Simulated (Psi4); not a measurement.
C2H4Cl, charge -1, singlet, geometry from GFN2-xTB (a gas-phase anion, which may not be bound at this level); BLYP/def2-TZVP run with Psi4.

Input for Psi4:
```
memory 2 GB

molecule mol {
-1 1
C    -0.042363    0.943018    0.116436
C     1.460687    0.703025   -0.003663
Cl   -0.807666   -0.778354    0.014588
H    -0.369318    1.357038   -0.879022
H     1.947383    1.686893   -0.015681
H     1.833947    0.158331    0.870838
H     1.808367    0.153491   -0.900761
}

set {
  basis def2-tzvp
  reference rks
}

energy('blyp')
print_variables()
```

Output, abridged:

```
   => Loading Basis Set <=

    Name: DEF2-TZVP
    Role: ORBITAL
    Keyword: BASIS

         ---------------------------------------------------------
                                   SCF
               by Justin Turney, Rob Parrish, Andy Simmonett
                          and Daniel G. A. Smith
                              RKS Reference
         ---------------------------------------------------------

  ==> Geometry <==

    Molecular point group: c1
    Full point group: C1

    Geometry (in Angstrom), charge = -1, multiplicity = 1:

       Center              X                  Y                   Z               Mass
    ------------   -----------------  -----------------  -----------------  -----------------
         C            0.052272274207     1.007837183809     0.101649680394    12.000000000000
         C            1.555322274207     0.767844183809    -0.018449319606    12.000000000000
         CL          -0.713030725793    -0.713534816191    -0.000198319606    34.968852682000
         H           -0.274682725793     1.421857183809    -0.893808319606     1.007825032230
         H            2.042018274207     1.751712183809    -0.030467319606     1.007825032230
         H            1.928582274207     0.223150183809     0.856051680394     1.007825032230
         H            1.903002274207     0.218310183809    -0.915547319606     1.007825032230

  Running in c1 symmetry.

  Rotational constants: A =      1.10748  B =      0.18602  C =      0.16721 [cm^-1]
  Rotational constants: A =  33201.28986  B =   5576.68984  C =   5012.95578 [MHz]
  Nuclear repulsion =   92.228683718889997

  Charge       = -1
  Multiplicity = 1
  Electrons    = 34
  Nalpha       = 17
  Nbeta        = 17

  ==> Algorithm <==

  SCF Algorithm Type is DF.
  DIIS enabled.
  MOM disabled.
  Fractional occupation disabled.
  Guess Type is SAD.
  Energy threshold   = 1.00e-06
  Density threshold  = 1.00e-06
  Integral threshold = 1.00e-12

  ==> Primary Basis <==

  Basis Set: DEF2-TZVP
    Blend: DEF2-TZVP
    Number of shells: 51
    Number of basis functions: 123
    Number of Cartesian functions: 138
    Spherical Harmonics?: true
    Max angular momentum: 3

  ==> DFT Potential <==

   => LibXC <=

    Version 7.1.2
    S. Lehtola, C. Steigemann, M. J. T. Oliveira, and M. A. L. Marques,  SoftwareX 7, 1–5 (2018) (10.1016/j.softx.2017.11.002)

   => Composite Functional: BLYP <=

    BLYP GGA Exchange-Correlation Functional

    P.J. Stephens et. al., J. Phys. Chem., 98, 11623-11627, 1994
    B. Miehlich et. al., Chem. Phys. Lett., 157(3), 200-206 1989

    Deriv               =              1
    GGA                 =           TRUE
    Meta                =          FALSE

    Exchange Hybrid     =          FALSE
    MP2 Hybrid          =          FALSE

   => Exchange Functionals <=

    1.0000     XC_GGA_X_B88

   => Correlation Functionals <=

    1.0000     XC_GGA_C_LYP

   => LibXC Density Thresholds  <==

    XC_GGA_C_LYP:  1.00E-14
    XC_GGA_X_B88:  1.00E-15

   => Molecular Quadrature <=

    Radial Scheme          =       TREUTLER
    Pruning Scheme         =           NONE
    Nuclear Scheme         =       TREUTLER

    Blocking Scheme        =         OCTREE
    BS radius alpha        =              1
    Pruning alpha          =              1
    Radial Points          =             75
    Spherical Points       =            302
    Total Points           =         150903
    Total Blocks           =           1170
    Max Points             =            256
    Max Functions          =            121
    Weights Tolerance      =       1.00E-15

   => Loading Basis Set <=

    Name: (DEF2-TZVP AUX)
    Role: JKFIT
    Keyword: DF_BASIS_SCF

  ==> Integral Setup <==

  SCF_SUBTYPE=INCORE selected. In-core MEM_DF algorithm will be used.
  Using in-core AOs.

  ==> MemDFJK: Density-Fitted J/K Matrices <==

    J tasked:                   Yes
    K tasked:                    No
    wK tasked:                   No
    Algorithm:                 Core
    Schwarz Cutoff:           1E-12
    Mask sparsity (%):       0.9254
    Fitting Condition:        1E-10

   => Auxiliary Basis Set <=

  Basis Set: (DEF2-TZVP AUX)
    Blend: DEF2-UNIVERSAL-JKFIT
    Number of shells: 112
    Number of basis functions: 350
    Number of Cartesian functions: 413
    Spherical Harmonics?: true
    Max angular momentum: 4

  Minimum eigenvalue in the overlap matrix is 6.2376849071E-04.
  Reciprocal condition number of the overlap matrix is 8.4291164415E-05.
    Using symmetric orthogonalization.

  ==> Pre-Iterations <==

  SCF Guess: Superposition of Atomic Densities via on-the-fly atomic UHF (no occupation information).

   -------------------------
    Irrep   Nso     Nmo
   -------------------------
     A        123     123
   -------------------------
    Total     123     123
   -------------------------

  ==> Iterations <==

                           Total Energy        Delta E     RMS |[F,P]|

   @DF-RKS iter SAD:  -538.22258356927853   -5.38223e+02   0.00000e+00
   @DF-RKS iter   1:  -538.02456126352092    1.98022e-01   9.62622e-03 ADIIS/DIIS
   @DF-RKS iter   2:  -534.84425851611797    3.18030e+00   1.75557e-02 ADIIS/DIIS
   @DF-RKS iter   3:  -538.70707162185749   -3.86281e+00   2.69247e-03 ADIIS/DIIS
   @DF-RKS iter   4:  -538.71403926693506   -6.96765e-03   2.60002e-03 ADIIS/DIIS
   @DF-RKS iter   5:  -538.76480801239518   -5.07687e-02   4.06227e-04 ADIIS/DIIS
   @DF-RKS iter   6:  -538.76593264957216   -1.12464e-03   8.84950e-05 DIIS
   @DF-RKS iter   7:  -538.76598569281498   -5.30432e-05   3.13908e-05 DIIS
   @DF-RKS iter   8:  -538.76599208361654   -6.39080e-06   1.03330e-05 DIIS
   @DF-RKS iter   9:  -538.76599300384657   -9.20230e-07   2.06953e-06 DIIS
   @DF-RKS iter  10:  -538.76599304307376   -3.92272e-08   2.93277e-07 DIIS
  Energy and wave function converged.

  ==> Post-Iterations <==

   Electrons on quadrature grid:
      Ntotal   =   34.0000240744 ; deviation = 2.407e-05

    Orbital Energies [Eh]
    ---------------------

    Doubly Occupied:

       1A   -100.471868     2A     -9.702810     3A     -9.679816
       4A     -8.920163     5A     -6.749318     6A     -6.742175
       7A     -6.741791     8A     -0.517396     9A     -0.438133
      10A     -0.288809    11A     -0.177278    12A     -0.164234
      13A     -0.109689    14A     -0.089886    15A     -0.047295
      16A     -0.026599    17A      0.087261

    Virtual:

      18A      0.193858    19A      0.215566    20A      0.243875
      21A      0.256416    22A      0.270370    23A      0.323040
      24A      0.365560    25A      0.393179    26A      0.398807
      27A      0.417758    28A      0.442241    29A      0.465543
      30A      0.512256    31A      0.532046    32A      0.547768
      33A      0.550298    34A      0.584719    35A      0.587777
      36A      0.600600    37A      0.619511    38A      0.630346
      39A      0.638374    40A      0.681776    41A      0.704135
      42A      0.772415    43A      0.796270    44A      0.863196
      45A      0.936978    46A      1.029596    47A      1.047765
      48A      1.109180    49A      1.157228    50A      1.211538
      51A      1.232471    52A      1.253352    53A      1.289137
      54A      1.323220    55A      1.586900    56A      1.622269
      57A      1.640201    58A      1.665976    59A      1.694617
      60A      1.718774    61A      1.789383    62A      1.885624
      63A      1.896010    64A      1.922160    65A      1.934724
      66A      1.955436    67A      1.977270    68A      1.981863
      69A      2.012041    70A      2.041080    71A      2.112666
      72A      2.128928    73A      2.194123    74A      2.219328
      75A      2.248297    76A      2.254440    77A      2.266038
      78A      2.345397    79A      2.367369    80A      2.380318
      81A      2.387506    82A      2.412611    83A      2.462701
      84A      2.483281    85A      2.530799    86A      2.649790
      87A      2.657603    88A      2.681173    89A      2.729497
      90A      2.843976    91A      2.883900    92A      2.896632
      93A      2.944592    94A      3.060830    95A      3.121018
      96A      3.167586    97A      3.223422    98A      3.242071
      99A      3.289744   100A      3.381789   101A      3.405801
     102A      3.461531   103A      3.524798   104A      3.584068
     105A      3.653133   106A      3.726906   107A      3.778019
     108A      3.907840   109A      4.007970   110A      4.046823
     111A      4.112515   112A      4.250775   113A      4.284398
     114A      4.419183   115A      4.515562   116A      4.591922
     117A      4.872151   118A     10.754008   119A     10.769960
     120A     11.177312   121A     21.833573   122A     22.145744
     123A     25.000051

    Final Occupation by Irrep:
              A
    DOCC [    17 ]
    NA   [    17 ]
    NB   [    17 ]

  @DF-RKS Final Energy:  -538.76599304307376

   => Energetics <=

    Nuclear Repulsion Energy =             92.2286837188899966
    One-Electron Energy =                -931.3552411223415675
    Two-Electron Energy =                 341.0870094376178372
    DFT Exchange-Correlation Energy =     -40.7264450772400153
    Empirical Dispersion Energy =           0.0000000000000000
    VV10 Nonlocal Energy =                  0.0000000000000000
    Total Energy =                       -538.7659930430737631

Computation Completed

Properties will be evaluated at   0.000000,   0.000000,   0.000000 [a0]

Properties computed using the SCF density matrix

 Multipole Moments:

 ------------------------------------------------------------------------------------
     Multipole            Electronic (a.u.)      Nuclear  (a.u.)        Total (a.u.)
 ------------------------------------------------------------------------------------

 L = 1.  Multiply by 2.5417464519 to convert [e a0] to [Debye]
 Dipole X            :         -5.6352696            5.9015486            0.2662791
 Dipole Y            :         -4.7395109            4.0421734           -0.6973374
 Dipole Z            :          0.4957480           -0.9220740           -0.4263260
 Magnitude           :                                                    0.8596149

 ------------------------------------------------------------------------------------

  Variable Map:
  ----------------------------------------------------------------------------
  "CURRENT ENERGY"              =>    -538.765993043074
  "CURRENT REFERENCE ENERGY"    =>    -538.765993043074
  "DD SOLVATION ENERGY"         =>       0.000000000000
  "DFT FUNCTIONAL TOTAL ENERGY" =>    -538.765993043074
  "DFT TOTAL ENERGY"            =>    -538.765993043074
  "DFT VV10 ENERGY"             =>       0.000000000000
  "DFT XC ENERGY"               =>     -40.726445077240
  "GRID ELECTRONS ALPHA"        =>      17.000012037196
  "GRID ELECTRONS BETA"         =>      17.000012037196
  "GRID ELECTRONS TOTAL"        =>      34.000024074392
  "NUCLEAR REPULSION ENERGY"    =>      92.228683718890
  "ONE-ELECTRON ENERGY"         =>    -931.355241122342
  "PCM POLARIZATION ENERGY"     =>       0.000000000000
  "PE ENERGY"                   =>       0.000000000000
  "SCF ITERATION ENERGY"        =>    -538.765993043074
  "SCF ITERATIONS"              =>      10.000000000000
  "SCF TOTAL ENERGY"            =>    -538.765993043074
  "TWO-ELECTRON ENERGY"         =>     341.087009437618
  "XC GRID RADIAL POINTS"       =>      75.000000000000
  "XC GRID SPHERICAL POINTS"    =>     302.000000000000
  "XC GRID TOTAL POINTS"        =>  150903.000000000000

  Array Variable Map:
  ----------------------------------------------------------------------------
  "CURRENT DIPOLE"              =>       0.266279062316 ... -0.426325952298 1 by 3
  "SCF DIPOLE"                  =>       0.266279062316 ... -0.426325952298 1 by 3
  "SCF TOTAL ENERGIES"          =>    -538.222583569279 ... -538.765993043074 1 by 11
```
